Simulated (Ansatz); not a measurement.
`C=[N][GeH3]` + `CC(O)=S` → `CC(=S)[O][GeH3]` + `C=N` at 700 K and 1 bar (ligand exchange at a Ge–N bond).

Computed with Ansatz on PBE0-D4/def2-TZVP structures; ΔE is electronic, products minus reactants. CBS: MP2 limit from def2 TZ/QZ plus the TZ coupled-cluster correction, frozen cores. This one scheme is used for every species. For Ge outer-core shells are correlated without core-valence functions, which leaves a few kJ/mol of doubt a bond. Scalar relativity is left out up to krypton. Each species was taken in one conformer, which may not be the lowest.

```
          species  CCSD(T)/CBS energy (Eh)  H − E (kJ/mol)  S (J/(mol·K))
    `C=[N][GeH3]`              -2171.83462           196.5          378.7
        `CC(O)=S`               -551.45551           211.3          376.4
`CC(=S)[O][GeH3]`              -2628.76657           272.2          487.7
            `C=N`                -94.52360           135.6          268.6
```

H − E and S are ideal-gas, rigid-rotor, harmonic terms from PBE0-D4/def2-TZVP, for one conformer and one mirror image of each species. 1 Eh = 2625.50 kJ/mol, R = 8.31446 J/(mol·K).

**Question.** By hand: ΔE, ΔH, ΔS and ΔG.

**Answer.** ΔE = (-2628.76657) + (-94.52360) − (-2171.83462) − (-551.45551) = -0.00004 Eh = -0.1 kJ/mol. Δ(H − E) = 272.2 + 135.6 − 196.5 − 211.3 = 0.0, so ΔH = -0.1 kJ/mol. ΔS = 487.7 + 268.6 − 378.7 − 376.4 = 1.2 J/(mol·K). ΔG = -0.1 − 700 × (1.2)/1000 = -0.9 kJ/mol.

**Question.** By hand: the equilibrium constant, and the temperature at which ΔG would vanish if ΔH and ΔS stayed fixed.

**Answer.** log₁₀ K = −ΔG/(RT ln 10) = 0.1. ΔH and −TΔS have one sign here, so there is no such temperature.

TΔS isn't small against ΔH here. The sign of ΔG lies within the doubt. A doubt of 5 kJ/mol in ΔE shifts log₁₀ K by 0.4 here. Other conformers and mirror images would add mixing entropy, several J/(mol·K) or more a flexible species. Modes under 60 cm⁻¹, often nearly free rotors, make the harmonic entropy too high. These are equilibria of isolated gas molecules and say nothing of rates. Largest T1 diagnostic: 0.017 (customary marks: 0.02 for closed shells, 0.045 for open ones).

ΔS is within the doubt of such terms, so its sign, and with it that verdict, could turn.
